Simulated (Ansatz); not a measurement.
The cluster Mg4Zn2⁺. The state is a doublet with charge 1. Geometry r2SCAN/def2-SVP; atoms count from 1.

```tsv
atom	x (Å)	y (Å)	z (Å)
Mg1	-0.414	2.009	0.568
Mg2	-0.929	-1.088	0.314
Mg3	0.694	0.381	-1.884
Mg4	0.115	0.193	2.972
Zn5	1.574	0.147	0.717
Zn6	-1.039	-1.642	-2.686
```

Another isomer (doublet) lies 0.16 eV lower at PBE0/def2-TZVP; other spin states weren't run for this one.

Estimate the Mulliken populations from the PBE0/def2-TZVP orbitals of Ansatz.


```tsv
atom	charge (e)	spin (α − β)	d electrons
Mg1	0.23	0.05	–
Mg2	0.19	0.03	–
Mg3	0.12	0.40	–
Mg4	0.12	0.31	–
Zn5	0.20	0.06	10.03
Zn6	0.13	0.15	10.01
```
Mulliken values and Mayer orders depend strongly on the basis.

Where does the spin sit?

Summed by element: Mg 0.80, Zn 0.20, of 1 unpaired in all. Largest on single atoms: Mg3 0.40, Mg4 0.31, Zn6 0.15.

And the Mayer bond orders between bonded heavy atoms (over 0.3)?

Mg1–Zn5 0.45 (2.73 Å); Mg2–Zn5 0.38 (2.82 Å); Mg3–Zn5 0.44 (2.76 Å); Mg3–Zn6 0.55 (2.78 Å); Mg4–Zn5 0.61 (2.69 Å); Mg1–Mg2 0.44 (3.15 Å); Mg1–Mg3 0.42 (3.14 Å); Mg1–Mg4 0.50 (3.06 Å); Mg2–Mg3 0.45 (3.10 Å); Mg2–Mg4 0.41 (3.13 Å).
